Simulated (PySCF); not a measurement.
Al(F)(H)(SH) (AlFH2S), SMILES [AlH]([SH])[F].

Geometry: ωB97X-D3(BJ)/def2-TZVP. One conformer was computed; it need not be the lowest.

Vertical ionisation energy (IE) and electron affinity (EA) in eV. Rows of orbital energies are one-electron estimates. Where ΔSCF, EOM or ADC give a negative EA the extra electron is unbound and the value depends on the basis.

```tsv
level	IE	EA
−ε(HOMO), −ε(LUMO), HF/def2-TZVPD (PySCF)	10.85	-1.04
ADC(2)/aug-cc-pVDZ (PySCF)	10.19	-0.45
```

**Question.** Beyond the first one, list the lowest photoelectron lines from ADC(2)/aug-cc-pVDZ (PySCF) with their pole strengths (two spins summed). (An estimate is asked for; the answer gives what the named calculation found.)

**Answer.** 11.19 eV (1.82), 13.08 eV (1.77), 13.46 eV (1.78), 13.50 eV (1.74), 14.32 eV (1.79).
